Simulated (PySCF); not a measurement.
BH2N. Atoms are numbered in the order given.

```xyz
4

B      0.0000     0.0000     0.6923
N      0.0000     0.0000    -0.5410
H      0.0000     0.0000     1.8591
H      0.0000     0.0000    -1.5332
```
Charge 0, spin multiplicity 1.

Geometry: B3LYP-D3(BJ)/def2-TZVPD.

Lowest vertical singlet excitation by several levels in PySCF, with rough processor times relative to the cheapest run on one machine. Each run also gave further roots (ADC and EOM-CCSD ionised and attached states too); roots are paired by order and the bases differ. EOM-CCSD serves as a yardstick, not as the true value; all levels that ended soundly for this molecule are listed, with differences from unrounded values.

| level | relative cost | S1 (eV) | S1 minus EOM-CCSD (eV) |
|---|---|---|---|
| TDA-PBE/def2-TZVPD | 1 | 6.93 | -0.40 |
| ADC(2)/aug-cc-pVDZ | 1 | 7.27 | -0.06 |
| TDA-LC-ωPBE/def2-TZVPD | 2 | 7.20 | -0.13 |
| EOM-CCSD/aug-cc-pVDZ | 3 | 7.33 | 0.00 |
